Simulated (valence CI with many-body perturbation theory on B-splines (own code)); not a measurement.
The numbers below are computed, except where a source is named.
# Se¹¹⁺: what each term of the Hamiltonian does

Method: valence CI with perturbative core correlation (CI+MBPT): five valence electrons over a frozen Dirac-Fock core [Ar], radial functions for each j: 7 s, 7 p, 8 d, 6 f, 4 g, 1 h, with the one-electron correlation potential Σ1 (screened to all orders), the two-electron term Σ2, the three-electron term Σ3, Breit, model QED; selected single and double excitations, second order for the rest, scaled by the run's own slope (own B-spline code, finite nucleus).

No measured spectrum was set against this ion. As an estimate, terms of the open shell hold to 2 to 4 % of their energy, and close levels can change places. Only levels of the ground parity were solved; by the run's estimate the other parity begins above the list, which can be wrong where configurations are misplaced.

Each rung adds one term. CI alone is the Dirac-Coulomb CI over the frozen core; QED comes last and gives the full result, which names the levels. Energies are above 3d5 6S_5/2 on the same rung, in eV.

Names give the largest LS component (configuration and term), which can be under half, so a name can repeat, a term be missing and a line seem to break the LS rules; names also repeat where a configuration has a term twice. Letters in brackets count levels of one name in rising energy.

```tsv
Level	CI alone	Σ1	Σ2	Σ3	Breit	QED	Full
3d5 4G_5/2	8.472	+0.0295	-0.2637	-0.1005	+0.0253	-0.0006	8.162
3d5 4G_11/2	8.616	+0.0347	-0.2535	-0.0966	-0.0799	+0.0004	8.221
3d5 4G_7/2	8.572	+0.0350	-0.2524	-0.0959	-0.0108	+0.0001	8.248
3d5 4G_9/2	8.632	+0.0378	-0.2448	-0.0941	-0.0475	+0.0006	8.284
3d5 4P_5/2	9.230	+0.0241	-0.2843	-0.1576	+0.0499	-0.0020	8.860
3d5 4P_3/2	9.399	+0.0303	-0.2670	-0.1543	+0.0422	-0.0012	9.049
3d5 4P_1/2	9.604	+0.0359	-0.2201	-0.1820	+0.0234	-0.0001	9.261
3d5 4D_7/2	10.445	+0.0423	-0.4576	-0.0454	-0.0162	+0.0002	9.969
3d5 4D_1/2	10.686	+0.0509	-0.4060	-0.0786	-0.0001	+0.0017	10.254
3d5 4D_5/2	10.792	+0.0542	-0.3572	-0.0857	-0.0336	+0.0021	10.372
3d5 4D_3/2	10.805	+0.0567	-0.3516	-0.0874	-0.0229	+0.0024	10.402
3d5 2I_11/2	12.308	+0.0459	-0.2592	-0.1930	-0.0486	-0.0002	11.853
3d5 2I_13/2	12.516	+0.0550	-0.2431	-0.1892	-0.1232	+0.0011	12.017
3d5 2D_5/2 [a]	13.012	+0.0457	-0.3424	-0.2302	+0.0348	-0.0007	12.520
3d5 2D_3/2 [a]	13.433	+0.0508	-0.3766	-0.2024	+0.0187	-0.0001	12.923
3d5 2F_7/2 [a]	13.859	+0.0519	-0.3952	-0.2326	-0.0022	-0.0006	13.280
3d5 4F_9/2	13.955	+0.0528	-0.4152	-0.0822	-0.0218	-0.0005	13.488
3d5 4F_5/2	14.153	+0.0631	-0.3627	-0.1157	-0.0002	+0.0010	13.738
3d5 4F_7/2	14.308	+0.0722	-0.2800	-0.1429	-0.0418	+0.0026	13.919
```

The middle columns are the shifts that each term adds.

(1) How does the ionisation energy move along the ladder, and which term matters most?

Answers

(1) CI alone 333.34, + Σ1 335.41, + Σ2 342.08, + Σ3 342.08, + Breit 342.12, + QED 342.13 eV. The largest step is Σ2, 6.67 eV. NIST lists 342.9 ± 2.5 eV (theoretical).
